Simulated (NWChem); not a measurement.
All runs are NWChem calculations. System: C3H2F3, charge 1, spin multiplicity 1, at the geometry of a parent with another charge or spin, in a state set for the comparison that need not be this species' ground state. Level: RHF/def2-TZVP.

Part of the output:

```
             Northwest Computational Chemistry Package (NWChem) 7.3.0
             --------------------------------------------------------

                                NWChem Input Module
                                -------------------

 Scaling coordinates for geometry "geometry" by  1.889725989
 (inverse scale =  0.529177249)

 Turning off AUTOSYM since
 SYMMETRY directive was detected!

                             Geometry "geometry" -> ""
                             -------------------------

 Output coordinates in angstroms (scale by  1.889725989 to convert to a.u.)

  No.       Tag          Charge          X              Y              Z
 ---- ---------------- ---------- -------------- -------------- --------------
    1 C                    6.0000    -0.20385900    -2.13442700     0.00000000
    2 C                    6.0000     0.55321000    -1.06378300     0.00000000
    3 C                    6.0000     0.01607000     0.33795000     0.00000000
    4 F                    9.0000    -1.31228800     0.37583800     0.00000000
    5 F                    9.0000     0.44698500     1.00666500    -1.07487300
    6 F                    9.0000     0.44698500     1.00666500     1.07487300
    7 H                    1.0000    -0.08030900    -3.21619300     0.00000000
    8 H                    1.0000     1.65265200    -1.12475500     0.00000000

 Effective nuclear repulsion energy (a.u.)     242.4131590454

            Nuclear Dipole moment (a.u.)
            ----------------------------
        X                 Y               Z
 ---------------- ---------------- ----------------
     0.0000132281     0.0000075589     0.0000000000

      Symmetry information
      --------------------

 Group name             Cs
 Group number              2
 Group order               2
 No. of unique centers     7

      Symmetry unique atoms

     1    2    3    4    5    7    8


 Summary of "ao basis" -> "" (spherical)
 ------------------------------------------------------------------------------
       Tag                 Description            Shells   Functions and Types
 ---------------- ------------------------------  ------  ---------------------
 *                         def2-tzvp                  on all atoms

 Summary of "ao basis" -> "ao basis" (spherical)
 ------------------------------------------------------------------------------
       Tag                 Description            Shells   Functions and Types
 ---------------- ------------------------------  ------  ---------------------
 C                         def2-tzvp                11       31   5s3p2d1f
 F                         def2-tzvp                11       31   5s3p2d1f
 H                         def2-tzvp                 4        6   3s1p

                                 NWChem SCF Module
                                 -----------------

  ao basis        = "ao basis"
  functions       =   198
  atoms           =     8
  closed shells   =    23
  open shells     =     0
  charge          =   1.00
  wavefunction    = RHF
  use symmetry    = T
  symmetry adapt  = T

 Summary of "ao basis" -> "ao basis" (spherical)
 ------------------------------------------------------------------------------
       Tag                 Description            Shells   Functions and Types
 ---------------- ------------------------------  ------  ---------------------
 C                         def2-tzvp                11       31   5s3p2d1f
 F                         def2-tzvp                11       31   5s3p2d1f
 H                         def2-tzvp                 4        6   3s1p

      Symmetry analysis of basis
      --------------------------

        a'        125
        a"         73

 Forming initial guess at       0.1s

      Superposition of Atomic Density Guess
      -------------------------------------

 Sum of atomic energies:        -412.26783811

 Renormalizing density from      47.00 to     46

      Non-variational initial energy
      ------------------------------

 Total energy =    -408.729597
 1-e energy   =   -1029.965080
 2-e energy   =     378.822324
 HOMO         =      -0.614718
 LUMO         =      -0.425227

      Symmetry analysis of molecular orbitals - initial
[...]
         Quadratically convergent ROHF

 Convergence threshold     :          1.000E-07
 Maximum no. of iterations :          100
 Final Fock-matrix accuracy:          1.000E-09
 ----------------------------------------------

              iter       energy          gnorm     gmax       time
             ----- ------------------- --------- --------- --------
                 1     -412.5391317276  2.40D+00  4.42D-01      5.2
                 2     -412.7849603145  4.91D-01  6.75D-02      9.0
                 3     -412.8129487981  2.73D-02  4.35D-03     15.3
                 4     -412.8130302565  4.82D-04  1.41D-04     23.1
                 5     -412.8130302916  1.12D-07  4.92D-08     37.6
                 6     -412.8130302916  5.65D-09  1.33D-09     43.8

       Final RHF  results
       ------------------

         Total SCF energy =   -412.813030291632
      One-electron energy =  -1042.742779233100
      Two-electron energy =    387.516589896022
 Nuclear repulsion energy =    242.413159045446

        Time for solution =     40.6s

       Symmetry analysis of molecular orbitals - final
       -----------------------------------------------

  Numbering of irreducible representations:

     1 a'          2 a"

  Orbital symmetries:

     1 a'          2 a"          3 a'          4 a'          5 a'
     6 a'          7 a'          8 a'          9 a"         10 a'
    11 a'         12 a'         13 a'         14 a"         15 a'
    16 a'         17 a"         18 a'         19 a'         20 a"
    21 a"         22 a'         23 a"         24 a'         25 a"
    26 a'         27 a'         28 a'         29 a'         30 a"
    31 a'         32 a'         33 a"

             Final eigenvalues
             -----------------

              1
    1  -26.5419
    2  -26.5315
    3  -26.5315
    4  -11.7395
    5  -11.6779
    6  -11.5906
    7   -1.9324
    8   -1.8368
    9   -1.8265
   10   -1.4027
   11   -1.2080
   12   -1.0968
   13   -1.0340
   14   -1.0215
   15   -1.0097
   16   -0.9592
   17   -0.9027
   18   -0.8974
   19   -0.8581
   20   -0.8567
   21   -0.8405
   22   -0.8180
   23   -0.7410
   24   -0.2995
   25   -0.1602
   26   -0.0524
   27   -0.0204
   28    0.0309
   29    0.0810
   30    0.0849
   31    0.0954
   32    0.1094
   33    0.1262

                       ROHF Final Molecular Orbital Analysis
                       -------------------------------------

 Vector   21  Occ=2.000000D+00  E=-8.405179D-01  Symmetry=a"
              MO Center=  1.1D-01,  8.8D-01, -3.2D-14, r^2= 1.9D+00
   Bfn.  Coefficient  Atom+Function         Bfn.  Coefficient  Atom+Function
  ----- ------------  ---------------      ----- ------------  ---------------
   130     -0.231254  5 F  px               161      0.231254  6 F  px
   101      0.227128  4 F  pz               132     -0.210935  5 F  pz
   163     -0.210935  6 F  pz               133     -0.204859  5 F  px
   164      0.204859  6 F  px               104      0.202157  4 F  pz
   135     -0.188057  5 F  pz               166     -0.188057  6 F  pz

 Vector   22  Occ=2.000000D+00  E=-8.180180D-01  Symmetry=a'
              MO Center=  8.1D-02,  1.5D-01,  1.9D-14, r^2= 2.4D+00
   Bfn.  Coefficient  Atom+Function         Bfn.  Coefficient  Atom+Function
  ----- ------------  ---------------      ----- ------------  ---------------
   131      0.223075  5 F  py               162      0.223075  6 F  py
    38      0.218037  2 C  py                41      0.217994  2 C  py
   100      0.205709  4 F  py               134      0.197390  5 F  py
   165      0.197390  6 F  py               103      0.181744  4 F  py
    69     -0.162332  3 C  py

 Vector   23  Occ=2.000000D+00  E=-7.409639D-01  Symmetry=a"
              MO Center=  9.8D-02, -1.6D+00,  8.1D-14, r^2= 1.5D+00
   Bfn.  Coefficient  Atom+Function         Bfn.  Coefficient  Atom+Function
  ----- ------------  ---------------      ----- ------------  ---------------
     8      0.338413  1 C  pz                11      0.330305  1 C  pz
    42      0.251392  2 C  pz                39      0.247821  2 C  pz

 Vector   24  Occ=0.000000D+00  E=-2.995382D-01  Symmetry=a'
              MO Center= -3.1D-01, -2.0D+00, -2.4D-15, r^2= 1.8D+00
   Bfn.  Coefficient  Atom+Function         Bfn.  Coefficient  Atom+Function
  ----- ------------  ---------------      ----- ------------  ---------------
     9      0.351599  1 C  px                12      0.345175  1 C  px
     6      0.335390  1 C  px                 5     -0.198399  1 C  s
     4     -0.177551  1 C  s                189      0.152430  7 H  s

 Vector   25  Occ=0.000000D+00  E=-1.601613D-01  Symmetry=a"
              MO Center=  2.4D-01, -1.5D+00,  1.2D-14, r^2= 2.4D+00
   Bfn.  Coefficient  Atom+Function         Bfn.  Coefficient  Atom+Function
  ----- ------------  ---------------      ----- ------------  ---------------
    45     -0.619543  2 C  pz                14      0.565839  1 C  pz
    42     -0.311260  2 C  pz                39     -0.300447  2 C  pz
     8      0.274703  1 C  pz                11      0.272662  1 C  pz

 Vector   26  Occ=0.000000D+00  E=-5.237696D-02  Symmetry=a'
              MO Center=  7.1D-01, -2.9D+00,  1.6D-14, r^2= 4.6D+00
   Bfn.  Coefficient  Atom+Function         Bfn.  Coefficient  Atom+Function
  ----- ------------  ---------------      ----- ------------  ---------------
   189      2.417212  7 H  s                195      1.453343  8 H  s
     5     -1.430999  1 C  s                 36     -1.261359  2 C  s
    13      0.982602  1 C  py                 4     -0.747480  1 C  s
    44     -0.680296  2 C  py                67      0.593590  3 C  s
    43     -0.436318  2 C  px                41     -0.249707  2 C  py

 center of mass
 --------------
 x =  -0.03933511 y =   0.13310771 z =   0.00000000

 moments of inertia (a.u.)
 ------------------
         592.568711497661         -15.991123400603           0.000000000000
         -15.991123400603         325.326361671449           0.000000000000
           0.000000000000           0.000000000000         604.357929300902

  Mulliken analysis of the total density
  --------------------------------------

    Atom       Charge   Shell Charges
 -----------   ------   -------------------------------------------------------
    1 C    6     5.72   0.86  1.12  0.58  0.64  0.08  1.06  1.10  0.22  0.01  0.04  0.01
    2 C    6     6.07   0.86  1.12  0.51  0.61  0.06  1.23  1.35  0.25  0.02  0.05  0.01
    3 C    6     5.31   0.85  1.13  0.50  0.48 -0.03  1.06  0.88  0.01  0.08  0.30  0.04
    4 F    9     9.19   0.77  1.20  0.60  1.02  0.34  2.24  2.27  0.74  0.00  0.02  0.00
    5 F    9     9.18   0.77  1.20  0.60  1.02  0.33  2.23  2.26  0.74  0.00  0.02  0.00
    6 F    9     9.18   0.77  1.20  0.60  1.02  0.33  2.23  2.26  0.74  0.00  0.02  0.00
    7 H    1     0.66   0.23  0.38  0.02  0.03
    8 H    1     0.70   0.23  0.41  0.03  0.03

       Multipole analysis of the density wrt the origin
       ------------------------------------------------

     L   x y z        total         open         nuclear
     -   - - -        -----         ----         -------
     0   0 0 0      1.000000      0.000000     47.000000

     1   1 0 0      0.528244      0.000000      0.000013
     1   0 1 0     -3.812737      0.000000      0.000008
     1   0 0 1     -0.000000      0.000000      0.000000

     2   2 0 0    -19.153657      0.000000     85.420127
     2   1 1 0     -0.266533      0.000000      4.186330
     2   1 0 1     -0.000000      0.000000      0.000000
     2   0 2 0     -5.381061      0.000000    235.442903
     2   0 1 1     -0.000000      0.000000      0.000000
     2   0 0 2    -23.823652      0.000000     74.265051

 Task  times  cpu:       43.9s     wall:       43.9s

 Total times  cpu:       43.9s     wall:       43.9s
```

### Question
Write an NWChem input that would produce this output.

### Answer
One answer among several that fit: 
```
start mol
memory heap 200 mb stack 900 mb global 1100 mb
charge 1
geometry units angstroms nocenter noautoz
  C     -0.203859    -2.134427     0.000000
  C      0.553210    -1.063783     0.000000
  C      0.016070     0.337950     0.000000
  F     -1.312288     0.375838     0.000000
  F      0.446985     1.006665    -1.074873
  F      0.446985     1.006665     1.074873
  H     -0.080309    -3.216193     0.000000
  H      1.652652    -1.124755     0.000000
  symmetry group Cs
end
basis spherical
  * library def2-tzvp
end
scf
  rhf
  nopen 0
  maxiter 100
  thresh 1e-7
  semidirect memsize 60000000 filesize 0
end
task scf energy
```
